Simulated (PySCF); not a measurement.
Sb(H)(Me)2 (C2H7Sb), SMILES [CH3][SbH][CH3].

Geometry optimised at PBE0-D3(BJ)/def2-SVP. The def2 effective core potentials stand for the cores of Sb; spin–orbit coupling is left out.

All values below come from HF/def2-TZVPD (PySCF).

Symmetry labels are those of the subgroup Cs that the program uses (full group Cs).

Problem. List the valence orbital energies around the gap with their symmetry. (An estimate is asked for; the answer gives what the named calculation found.)

Solution. 
```json
[
 {"orbital": "HOMO−7", "symmetry": "A'", "energy (eV)": "-18.54"},
 {"orbital": "HOMO−6", "symmetry": "A'", "energy (eV)": "-15.45"},
 {"orbital": "HOMO−5", "symmetry": "A'", "energy (eV)": "-15.35"},
 {"orbital": "HOMO−4", "symmetry": "A\"", "energy (eV)": "-14.95"},
 {"orbital": "HOMO−3", "symmetry": "A\"", "energy (eV)": "-14.88"},
 {"orbital": "HOMO−2", "symmetry": "A'", "energy (eV)": "-11.62"},
 {"orbital": "HOMO−1", "symmetry": "A\"", "energy (eV)": "-11.07"},
 {"orbital": "HOMO", "symmetry": "A'", "energy (eV)": "-8.93"},
 {"orbital": "LUMO", "symmetry": "A\"", "energy (eV)": "1.87"},
 {"orbital": "LUMO+1", "symmetry": "A'", "energy (eV)": "1.87"},
 {"orbital": "LUMO+2", "symmetry": "A'", "energy (eV)": "2.10"},
 {"orbital": "LUMO+3", "symmetry": "A'", "energy (eV)": "3.03"}
]
```
